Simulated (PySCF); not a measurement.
```xyz
7

B      1.2115    -0.1189    -0.0460
Si    -0.7750     0.1082     0.0340
F     -1.3621    -0.5985     1.3181
F     -1.2565     1.6094     0.0880
F     -1.4739    -0.5385    -1.2250
H      1.9533     0.8032     0.0181
H      1.6609    -1.2113    -0.1550
```

Charge 0, multiplicity 1.

Problem. Give the Mulliken and meta-Löwdin atomic charges from PBE-D3(BJ)/def2-TZVP // M06-2X/def2-TZVP (PySCF).

Solution. 
```csv
atom,Mulliken (e),meta-Löwdin (e)
B1,-0.12,-0.24
Si2,0.76,1.52
F3,-0.25,-0.46
F4,-0.25,-0.47
F5,-0.25,-0.46
H6,0.05,0.06
H7,0.05,0.06
```
